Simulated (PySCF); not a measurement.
C10H10, SMILES C=C1C(=C)C(=C)C(=C)C1=C. Geometry optimised at PBE0-D3(BJ)/def2-SVP.

Problem. Give the equilibrium geometry at PBE0-D3(BJ)/def2-SVP (PySCF confirms it by a frequency run) as a Z-matrix, and its point group. (Estimate from the structure and the level; the computed values follow.)

Solution. point group D5h.
```
C
C 1 1.3412
H 2 1.0920 1 121.56
H 2 1.0920 3 116.89 1 180.00
C 1 1.4845 2 126.00 3 180.00
C 5 1.3412 1 126.00 2 0.00
H 6 1.0920 5 121.56 1 180.00
H 6 1.0920 7 116.89 5 180.00
C 5 1.4845 6 126.00 7 0.00
C 9 1.3412 5 126.00 6 0.00
H 10 1.0920 9 121.56 5 0.00
H 10 1.0920 11 116.89 9 180.00
C 9 1.4845 10 126.00 11 180.00
C 13 1.3412 9 126.00 10 0.00
H 14 1.0920 13 121.56 9 180.00
H 14 1.0920 15 116.89 13 180.00
C 1 1.4845 2 126.00 3 0.00
C 17 1.3412 1 126.00 2 0.00
H 18 1.0920 17 121.56 1 0.00
H 18 1.0920 19 116.89 17 180.00
```
